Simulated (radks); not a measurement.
The numbers below are computed, except where a source is named.
Ionisation of the rubidium ion Rb33+, [He] 2s2, to Rb34+, [He] 2s1, under several functionals. Dirac Kohn-Sham, spin-unpolarised, spherical densities, finite nucleus; a radial shooting solver on a logarithmic mesh with Libxc functionals.

functional,E(Rb33+) (hartree),Exc (hartree),IE (eV),-e(HOMO) (eV),<r> HOMO (bohr),IE error (eV)
RPBE,-1686.53563,-30.96296,4224.3,4157.6,0.1647,+10.3
HCTH/407,-1685.60252,-30.02516,4224.1,4158.8,0.1647,+10.1
exchange-only PBE,-1685.98299,-30.40539,4222.8,4155.7,0.1647,+8.8
XLYP,-1686.58223,-31.00929,4225.2,4158.2,0.1647,+11.2
"LDA (Slater exchange, Perdew-Zunger correlation)",-1682.91970,-27.31282,4218.6,4151.6,0.1648,+4.6
exchange-only LDA,-1682.42885,-26.82071,4215.6,4148.6,0.1648,+1.6
AM05,-1683.64377,-28.04406,4219.1,4152.4,0.1648,+5.1
PBE,-1686.09219,-30.51494,4224.0,4157.1,0.1647,+10.0

NIST Atomic Spectra Database: 4214 eV (semi-empirical). Closest: exchange-only LDA. The Delta-SCF values span 9.55 eV, the total energies 4.15 hartree. The highest occupied level is 2s1/2. Spin polarisation and multiplet splitting are left out, so open shells lie too high by an amount that depends on their filling.

Beside tabulated values, note that spin-unpolarised runs miss the spin-polarisation part of the exchange energy of open shells.
